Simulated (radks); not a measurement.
Isoelectronic series with 13 electrons, each ion in its NIST ground configuration. All-electron calculation, scalar-relativistic Kohn-Sham, PBE, spin-polarised, spherical densities, point nucleus; open shells are filled with parallel spins first (spin-orbit coupling, left out, can overturn this in heavy ions). Program: a radial shooting solver on a logarithmic mesh with Libxc functionals. Total energies (hartree) and orbital eigenvalues (eV) (* marks an orbital that is empty in some or all of the ions):

ion	configuration	E (hartree)	3p down*	3p up	3s down
Al	[Ne] 3s2 3p1	-242.69177	-2.2234	-3.0102	-7.2816
Ar5+	[Ne] 3s2 3p1	-521.21619	-80.7767	-82.9186	-97.2841
V10+	[Ne] 3s2 3p1	-910.47523	-239.1557	-242.4827	-267.3970
Ni15+	[Ne] 3s2 3p1	-1411.73503	-474.8188	-479.3040	-515.8334
As20+	[Ne] 3s2 3p1	-2026.86827	-787.8131	-793.4514	-843.3866
Sr25+	[Ne] 3s2 3p1	-2758.25798	-1178.717	-1185.512	-1251.557
Tc30+	[Ne] 3s2 3p1	-3608.82348	-1648.389	-1656.347	-1742.358
Cd35+	[Ne] 3s2 3p1	-4582.07595	-2197.907	-2207.037	-2318.310
I40+	[Ne] 3s2 3p1	-5682.19632	-2828.550	-2838.866	-2982.490
Ce45+	[Ne] 3s2 3p1	-6914.1380	-3541.799	-3553.315	-3738.607
Eu50+	[Ne] 3s2 3p1	-8283.7617	-4339.339	-4352.073	-4591.116
Er55+	[Ne] 3s2 3p1	-9798.0130	-5223.067	-5237.040	-5545.363
Ta60+	[Ne] 3s2 3p1	-11465.1596	-6195.106	-6210.340	-6607.788
Pt65+	[Ne] 3s2 3p1	-13295.1136	-7257.810	-7274.331	-7786.191
